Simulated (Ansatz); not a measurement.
`[OH][Ga]([F])[F]` + CH₃SH → `C[S][Ga]([F])[F]` + H₂O at 298.15 K and 1 bar (ligand exchange at a Ga–O bond).

Gas-phase electronic energies from Ansatz, PBE0-D4/def2-TZVP geometries. CBS: MP2 limit from def2 TZ/QZ plus the TZ coupled-cluster correction, frozen cores. This one scheme is used for every species. For Ga outer-core shells are correlated without core-valence functions, which leaves a few kJ/mol of doubt a bond. Scalar relativity is left out up to krypton. One conformer a species, not always the lowest.

| species | CCSD(T)/CBS energy (Eh) | H − E (kJ/mol) | S (J/(mol·K)) |
| --- | --- | --- | --- |
| `[OH][Ga]([F])[F]` | -2199.41346 | 63.3 | 313.3 |
| CH₃SH | -438.22835 | 133.0 | 253.2 |
| `C[S][Ga]([F])[F]` | -2561.27813 | 136.4 | 381.9 |
| H₂O | -76.37941 | 66.4 | 188.7 |

H − E and S are ideal-gas, rigid-rotor, harmonic terms from PBE0-D4/def2-TZVP, for one conformer and one mirror image of each species. 1 Eh = 2625.50 kJ/mol, R = 8.31446 J/(mol·K).

By hand: ΔE, ΔH, ΔS and ΔG.

ΔE = (-2561.27813) + (-76.37941) − (-2199.41346) − (-438.22835) = -0.01573 Eh = -41.3 kJ/mol. Δ(H − E) = 136.4 + 66.4 − 63.3 − 133.0 = 6.5, so ΔH = -34.8 kJ/mol. ΔS = 381.9 + 188.7 − 313.3 − 253.2 = 4.1 J/(mol·K). ΔG = -34.8 − 298.15 × (4.1)/1000 = -36.0 kJ/mol.

By hand: the equilibrium constant, and the temperature at which ΔG would vanish if ΔH and ΔS stayed fixed.

log₁₀ K = −ΔG/(RT ln 10) = 6.3. ΔH and −TΔS have one sign here, so there is no such temperature.

The number of gas molecules stays the same, so ΔS is small and ΔH decides. A doubt of 5 kJ/mol in ΔE shifts log₁₀ K by 0.9 here. Other conformers and mirror images would add mixing entropy, several J/(mol·K) or more a flexible species. Modes under 60 cm⁻¹, often nearly free rotors, make the harmonic entropy too high. These are equilibria of isolated gas molecules and say nothing of rates. Largest T1 diagnostic: 0.015 (customary marks: 0.02 for closed shells, 0.045 for open ones).

ΔS is within the doubt of such terms, so its sign, and with it that verdict, could turn.
